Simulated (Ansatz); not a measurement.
Al₅Ru₂⁻, relaxed as a singlet with RKS PBE-D4/def2-SVPD in Ansatz, starting from the GFN1-xTB geometry. Force threshold 0.02 eV/Å.

In the def2 sets Ru takes a core potential; there is no spin–orbit coupling. The restricted singlet is unstable towards broken spin symmetry in Hartree–Fock (as tested in another run); at PBE-D4/def2-SVPD this wasn't settled. Another isomer (singlet) lies 0.36 eV lower at PBE0-D4/def2-TZVPD; other spin states weren't run for this one.

Start:

```xyz
7

Ru   -1.3022   -0.0009   -1.6102
Ru   -1.8007   -0.9589    0.3604
Al    0.6979    0.4207    1.8588
Al    0.8016   -1.9088    0.7736
Al    1.3291    1.4719   -0.4229
Al    1.3849   -0.8603   -1.4964
Al   -1.1106    1.8364    0.5367
```

```csv
step,energy (eV),largest force component (eV/Å),SCF passes
1,-38123.4804,2.514,79
2,-38124.6176,1.264,49
3,-38125.2500,1.016,50
4,-38125.5207,0.731,50
5,-38125.7658,0.525,48
6,-38126.1863,0.660,45
7,-38126.6735,0.892,46
8,-38127.0570,0.353,45
9,-38127.2291,0.501,42
10,-38127.3869,0.218,36
11,-38127.4410,0.167,35
12,-38127.4623,0.195,35
13 (rejected),-38127.4208,0.349,43
14,-38127.4735,0.102,29
15,-38127.4750,0.163,35
16,-38127.4804,0.155,35
17,-38127.4858,0.124,28
18,-38127.4942,0.092,35
19,-38127.5102,0.207,35
20,-38127.5189,0.342,35
21 (rejected),-38127.5055,0.541,35
22,-38127.5498,0.145,35
23,-38127.5576,0.119,28
24,-38127.5644,0.058,29
25,-38127.5659,0.032,28
26,-38127.5661,0.013,29
```

Force components are those of the run's own axes.

End:

```xyz
7

Ru   -0.7976    0.7190   -0.9218
Ru   -0.8853   -1.6123    0.1093
Al    0.0624    0.2496    1.3189
Al    0.9157   -2.5844    1.2553
Al    1.2159    1.8942   -1.0080
Al    0.9663   -1.1452   -1.2877
Al   -1.4773    2.4792    0.5341
```

Bonds lost: Ru2–Al7, Al3–Al5, Al5–Al6, Al5–Al7 (atoms count from 1). Bonds formed: Ru1–Al3, Ru2–Al6 (atoms count from 1). Metal–metal contacts that move far: Ru1–Al5 3.24 to 2.33 Å, Ru2–Al3 3.22 to 2.41 Å.

No frequencies were taken in this run, so the end may be a saddle point.

It took 47 s on 4 threads of AMD EPYC 9R45 on a shared host.
